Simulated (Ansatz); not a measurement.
```yaml
crystal:
  periodic: [false, false, false]
  atoms:
    - {symbol: N, position_ang: [-0.524687, 0.686688, -2.908490]}
    - {symbol: In, position_ang: [-0.197219, 1.322898, -0.487514]}
    - {symbol: Al, position_ang: [0.359279, -1.207628, 1.587294]}
    - {symbol: O, position_ang: [0.642327, -0.666712, 3.625442]}
    - {symbol: H, position_ang: [-0.490025, -0.489598, -3.353990]}
    - {symbol: H, position_ang: [-0.745015, 1.512006, -3.833339]}
    - {symbol: H, position_ang: [-0.350024, 3.460834, -0.240423]}
    - {symbol: H, position_ang: [0.453788, -3.145446, 1.127535]}
    - {symbol: H, position_ang: [0.851588, -1.473040, 4.483484]}
basis:
  gaussian: {orbitals: ANO-RCC-VTZP, point_charges: [{charge: 0.50, position_ang: [4.046, -0.939, -0.319]}]}
magnetization: {spin_polarized: true, initial_magnetization: 2}
hamiltonian: {xc: {name: wB97M-V}}
multiplicity: 3
output: {forces: true}
```

```sh
$ ansatz run in.yaml --threads 4 --pin off --events-out ev --progress --plain --max-ram 10444MiB
```

Output, abridged:

```
Error: YAML parse error: error: line 17 column 1: unknown field `multiplicity`, expected one of crystal, accuracy, basis, kpoints, hamiltonian, magnetization, projection, total_charge, correlation, batch, efield, external_charges, scf, relax, neb, saddle, md, ramp, phonons, dielectric, real_time, elastic, magnetic_configurations, gw, evaluate, workflow, output, checkpoint, execution
15 | magnetization: {spin_polarized: true, initial_magnetization: 2}
16 | hamiltonian: {xc: {name: wB97M-V}}
17 | multiplicity: 3
18 | output: {forces: true}
```

(1) Something in this input is off. What?

## Answers

(1) The input holds a key that doesn't belong there. The input was rejected before any iteration.
